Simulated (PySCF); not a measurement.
## Computed properties of C₃H₃ClF₂, SMILES F[C@@H]1[C@H](F)[C@H]1Cl

C₃H₃ClF₂, SMILES F[C@@H]1[C@H](F)[C@H]1Cl. Geometry optimised at B3LYP-D3(BJ)/def2-SVP. The structure was generated by enumeration; whether it is a known compound was not checked. One conformer was computed; it need not be the lowest. All values are computed for the isolated molecule unless a solvent is named; none is compared with measurement here.

**Structure.** The optimised structure has Cs symmetry. All 21 harmonic modes at B3LYP-D3(BJ)/def2-SVP (PySCF) are real, so it is a minimum. With heavy atoms numbered as in [F:1][C@@H:2]1[C@H:3]([F:4])[C@H:5]1[Cl:6], the shortest bond between them is C3–F4 at 1.354 Å and the longest C5–Cl6 at 1.766 Å.

**Vibrations.** The strongest infrared lines (harmonic, unscaled, degenerate partners summed) lie at 844 cm⁻¹ (83 km/mol, C 64 %, F 17 %, H 16 %), 1203 cm⁻¹ (62 km/mol, H 69 %, C 25 %), 1132 cm⁻¹ (55 km/mol, C 66 %, H 20 %, F 13 %). The softest mode is at 181 cm⁻¹ and the zero-point energy is 35.5 kcal/mol.

**Electronic structure.** M06-2X/def2-TZVP (PySCF) places the frontier levels at -9.62 and 0.77 eV, a gap of 10.39 eV, and gives a dipole moment of 1.32 D and a mean polarisability of 46.1 bohr³. PBE/def2-TZVP (PySCF) at the same geometry gives -6.84 and -1.32 eV, so its gap is 4.87 eV narrower. An orbital gap is neither the optical nor the fundamental gap.

**Excitations.** TDDFT-ωB97X/def2-SVPD (PySCF) has S1 at 6.78 eV (183 nm, f = 0.000, dark); the most intense of the 10 singlets computed lies at 8.89 eV (f = 0.06). T1 (TDA) is at 6.15 eV. TDDFT-PBE/def2-SVPD (PySCF) puts S1 at 5.73 eV. No vertical singlet excitation falls in the visible range (under 3.1 eV).

**NMR.** GIAO shifts at HF/pcSseg-1 (PySCF) (non-relativistic, atoms alike by connectivity averaged): ¹³C from 34.9 to 68.6 ppm against TMS; ¹H from 3.7 to 4.3 ppm against TMS; ¹⁹F at -209.3 ppm against CFCl3. Without spin–orbit terms, shifts of atoms bonded to Cl or Br come out too high.
